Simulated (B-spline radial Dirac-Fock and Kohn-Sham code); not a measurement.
**Ta²⁶⁺: scattering cross sections and density moments**

System: Ta²⁶⁺, 1s2 2s2 2p6 3s2 3p6 3d10 4s2 4p6 4d10 4f1.

The run's input, task.json:

```json
{"items": [{
  "Z": 73,
  "q": 26,
  "cfg": [[1, 0, 2], [2, 0, 2], [2, 1, 6], [3, 0, 2], [3, 1, 6], [3, 2, 10], [4, 0, 2], [4, 1, 6], [4, 2, 10], [4, 3, 1]],
  "A": 181,
  "rrms": 5.3507,
  "do": ["scatter"],
  "s": [0.0, 0.1, 0.12, 0.14, 0.17, 0.21, 0.25, 0.3, 0.36, 0.43, 0.52, 0.62, 0.75, 0.9, 1.08, 1.29, 1.55, 1.87, 2.24, 2.69, 3.23, 3.88, 4.66],
  "pz": [0, 0.1, 0.14, 0.19, 0.27, 0.37, 0.52, 0.72, 1.0, 1.4, 1.9, 2.7, 3.7, 5.2, 7.2, 9.9, 14.0, 19.0, 27.0, 37.0, 51.0],
  "hv_scatter": [2000, 5000, 10000, 17479.3, 30000, 50000, 200000, 500000]
}]}
```

Run with: `python xray_run.py task.json out`

Calculated with a radial B-spline solver, using Dirac-Fock densities.

* Sum of ⟨r⟩: 12.77 bohr
* Sum of ⟨r²⟩: 5.355 bohr²
* Sum of ⟨1/r⟩: 502.32 per bohr
* Langevin diamagnetic susceptibility: -4.24 × 10⁻⁶ cm³/mol
* Lamb shielding (α²/3)Σ⟨1/r⟩: 8916 ppm

Coherent scattering is the Thomson cross section weighted by f₀², without anomalous dispersion; incoherent scattering is Klein-Nishina weighted by S. The Lamb formula is the non-relativistic shielding expression. Electron correlation is left out. A dash stands where the photon energy is too low for the impulse approximation behind that column.

```
hν (keV)  coherent (b)  incoherent (b)  incoherent per electron (b)
       2          1438               –                            –
       5          1292               –                            –
      10         945.8           4.416                       0.0940
 17.4793         569.9           8.408                        0.179
      30         306.5           12.90                        0.275
      50         148.0           16.29                        0.347
     200         14.50           17.21                        0.366
     500         2.631           13.15                        0.280
```

Incoherent scattering overtakes coherent scattering between 50 and 200 keV.
